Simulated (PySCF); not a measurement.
## Working out the ionisation energy of Zn²⁺

Zn²⁺ [Ar] 3d10 (1S) → Zn³⁺ [Ar] 3d9 (2D). All numbers are calculated (PySCF 2.14, the spin-free X2C one-electron Hamiltonian (Gaussian nucleus), in x2c-TZVPall (6s5p4d1f, 48 functions)). Frozen: [Ar]. Energies in hartree (1 hartree = 27.21139 eV):

| part | Zn²⁺ (lower) | Zn³⁺ (upper) |
| --- | --- | --- |
| UHF | -1793.347653 | -1791.986784 |
| MP2 opposite-spin | -0.216008 | -0.155574 |
| MP2 same-spin | -0.126756 | -0.090921 |

Question: What does Hartree-Fock give?

Answer: (-1791.986784) − (-1793.347653) = 1.360869 hartree = 37.031 eV.

Question: What do MP2 and SCS-MP2 (6/5 opposite-spin, 1/3 same-spin) give?

Answer: The opposite-spin parts differ by 1.644 eV and the same-spin parts by 0.975 eV. MP2: 37.031 + (1.644) + (0.975) = 39.650 eV. SCS-MP2: 37.031 + 1.2 × (1.644) + (0.975)/3 = 39.329 eV.

Reference: 39.723 eV (measured; NIST Atomic Spectra Database, ionization energies), between the lowest levels; spin-orbit coupling is absent from the calculation.

What remains against the reference includes basis incompleteness, the frozen core and correlation beyond second order.
